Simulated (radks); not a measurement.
The nuclear charge of the chlorine ion Cl+ is varied continuously with 16 electrons held in [Ne] 3s2 3p4. Method: non-relativistic Kohn-Sham, LDA (Slater exchange, Perdew-Wang correlation), spin-polarised, spherical densities, point nucleus; open shells are filled with parallel spins first; computed with a radial shooting solver on a logarithmic mesh with Libxc functionals. By the Hellmann-Feynman theorem dE/dZ = E(electron-nucleus)/Z, the electronic potential at the nucleus.

| Z | E (hartree) | E(electron-nucleus)/Z (hartree) | HOMO | e(HOMO) (eV) | <r> HOMO (bohr) |
|---|---|---|---|---|---|
| 16 | -396.73823 | -59.0778 | 3p | -6.220 | 2.122 |
| 16.25 | -411.65556 | -60.2605 | 3p | -8.916 | 2.001 |
| 16.5 | -426.86833 | -61.4413 | 3p | -11.856 | 1.897 |
| 16.75 | -442.37610 | -62.6206 | 3p | -15.031 | 1.808 |
| 17 | -458.17851 | -63.7985 | 3p | -18.434 | 1.728 |
| 17.25 | -474.27528 | -64.9754 | 3p | -22.060 | 1.657 |
| 17.5 | -490.66613 | -66.1513 | 3p | -25.903 | 1.592 |
| 17.75 | -507.35087 | -67.3264 | 3p | -29.961 | 1.534 |
| 18 | -524.32928 | -68.5008 | 3p | -34.232 | 1.480 |

The central difference of E at Z = 17 is -63.798 hartree, to compare with the third column; the second derivative is -4.71 hartree.
